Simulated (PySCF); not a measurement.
H6O2Si2, SMILES O[SiH2]O[SiH3]. The structure is a stationary point at PBE0-D3(BJ)/def2-SVP. Other conformers were not sampled.

Computed equilibrium geometry at PBE0-D3(BJ)/def2-SVP (PySCF confirms it by a frequency run) as Cartesian coordinates in Å (one conformer of several):
```xyz
10

Si     1.1245     0.2047    -0.5792
O      1.9887    -0.0500     0.8114
O     -0.4396    -0.3165    -0.4354
Si    -1.8742    -0.0206     0.3456
H      1.7050    -0.5496    -1.7242
H      1.1545     1.6743    -0.7922
H      2.1799    -0.9622     1.0479
H     -2.0413     1.4441     0.5931
H     -1.9063    -0.7427     1.6520
H     -2.9893    -0.5094    -0.5133
```
Charge 0, spin multiplicity 1.
